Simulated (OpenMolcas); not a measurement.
# Lines of V²⁺: computed and rescaled rates

| Item | Value |
| --- | --- |
| Program | OpenMolcas 26.06 |
| Method | CASSCF |
| Basis | ANO-RCC-VTZP [6s5p3d2f1g] |
| Scalar Hamiltonian | DKH2, point nucleus |
| Active space | 3 electrons in 6 orbitals (3d 4s) |
| State averaging | 2S+1 = 4 even, 20 roots; 2S+1 = 2 even, 64 roots kept (CI in the orbitals of an earlier block) |
| Spin-orbit coupling | state interaction with AMFI integrals over the reference wave functions, term energies averaged over their components |

Rates come from the transition moments of the reference wave functions (E1 and E2 in the length form). At fixed line strength A goes as λ^-3 for E1 and M1 and as λ^-5 for E2, so a rate at the computed wavelength can be rescaled to the measured one. Measured vacuum wavelengths follow from level energies in Sugar and Corliss, J. Phys. Chem. Ref. Data 7, 1191 (1978). Branching counts decays inside the model space alone, at computed energies, and the table is only a selection of the E2 and M1 lines, drawn from those between levels with measured partners whose computed energy lies within a factor of 1.5 of the measured one.

```csv
Upper,Lower,Type,λ computed (nm),λ measured (nm),A computed (s-1),A rescaled (s-1),Branching %
3d³ ⁴F_5/2,3d³ ⁴F_3/2,M1,62090,68730,1.81e-04,1.33e-04,100.0
3d³ ⁴F_7/2,3d³ ⁴F_5/2,M1,45080,51020,4.75e-04,3.28e-04,100.0
3d³ ⁴F_9/2,3d³ ⁴F_7/2,M1,35820,41270,5.90e-04,3.86e-04,100.0
3d³ ²H_9/2,3d³ ²G_9/2,M1,2061,2163,1.25e-02,,65.3
3d³ ²H_11/2,3d³ ²G_9/2,M1,1984,2087,6.33e-03,,97.3
3d³ ²P_1/2,3d³ ⁴P_1/2,M1,1939,2459,2.32e-02,,95.0
3d³ ⁴P_5/2,3d³ ⁴F_9/2,E2,670.4,894,1.05e-01,2.49e-02,69.1
3d³ ⁴P_3/2,3d³ ⁴F_7/2,E2,666,888.9,7.77e-02,1.83e-02,49.2
3d³ ²G_9/2,3d³ ⁴F_9/2,M1,663.8,861.8,4.44e-02,,72.1
3d³ ²G_7/2,3d³ ⁴F_7/2,M1,662.1,860.2,1.77e-02,,51.5
3d³ ⁴P_1/2,3d³ ⁴F_3/2,E2,652.7,868.5,1.01e-01,2.42e-02,61.3
3d³ ²F_7/2,3d³ ²G_9/2,E2,501.5,643.5,2.44e-01,7.01e-02,51.5
3d³ ²F_5/2,3d³ ²G_7/2,E2,493,629.7,2.63e-01,7.74e-02,55.6
3d³ ²D_5/2(1),3d³ ⁴F_7/2,M1,452,623.7,8.54e-02,,77.7
3d³ ²D_3/2(1),3d³ ⁴F_5/2,M1,451.5,617.9,9.24e-02,,58.2
3d² 4s ²F_5/2,3d³ ²G_7/2,E2,269.9,267.7,1.79e+01,1.86e+01,47.2
3d³ ²D_5/2(2),3d³ ²G_9/2,E2,249.4,332.4,1.43e+01,3.40e+00,68.7
3d³ ²D_3/2(2),3d³ ²G_7/2,E2,247.2,328.9,1.61e+01,3.86e+00,75.0
3d² 4s ⁴F_3/2,3d³ ⁴F_3/2,E2,218.9,227.6,3.55e+01,2.92e+01,47.0
3d² 4s ⁴F_9/2,3d³ ⁴F_9/2,E2,218.9,226.9,5.65e+01,4.72e+01,73.3
3d² 4s ²G_9/2,3d³ ²H_11/2,E2,212.3,215.9,6.28e+01,5.77e+01,52.8
3d² 4s ²P_1/2,3d³ ²P_3/2,E2,211.9,217.3,3.02e+01,2.66e+01,54.2
3d² 4s ²G_7/2,3d³ ²H_9/2,E2,211.5,215,6.64e+01,6.12e+01,55.9
3d² 4s ⁴P_5/2,3d³ ⁴F_9/2,E2,164.7,177.5,1.02e+02,7.02e+01,51.2
3d² 4s ⁴P_1/2,3d³ ⁴F_3/2,E2,163.9,176.9,1.10e+02,7.51e+01,47.7
```

Spin-changing lines and M1 lines between different terms are not rescaled, since their strength hangs on the term gaps too.

The largest correction is for 3d³ ⁴P_3/2 → 3d³ ⁴F_7/2 (E2): 7.77e-02 × (666 / 888.9)^5 = 1.83e-02 s-1, a factor of 0.24.

The computed rate and branching of 3d³ ⁴F_5/2 → 3d³ ⁴F_3/2 give the upper level a radiative lifetime of 1.000 / 1.81e-04 s-1 = 5.52e+03 s, counting decays inside the model space alone. The rescaled rate gives about 7.5e+03 s.

The computed order of these levels differs from the measured one in 4 places, and where term gaps are wrong the rates of spin-changing lines can be off by large factors.

These are rates of the free ion; in crystals, glasses and complexes forced electric-dipole and non-radiative decay shorten such lifetimes by orders of magnitude. No measured rate stands beside these. Rescaling mends the energy factor alone: line strengths can still be far off where a level mixes with configurations outside the active space, and weak or spin-changing lines hang on small mixing coefficients that depend on the term gaps too, so rescaling need not improve them.

Without dynamic correlation excited terms often stand tens of per cent too high (terms of higher spin than the ground term too low), and those without a measured partner can miss by more than the paired ones. Some levels mix across a computed gap that differs much from the measured one, so their mixing is not that of the real levels. Terms from blocks run as CI alone lack orbitals of their own. A single d shell beside an s shell can misplace configurations of different d count against each other. Computed and measured levels are paired by configuration, term and J; levels that our copy of the source lacks, or whose pairing is in doubt (as where it misses far off the trend of its configuration), stay unpaired. Levels of configurations outside the active space are missing.

A number in round brackets counts repeated terms of one configuration in the order of the reference energies.
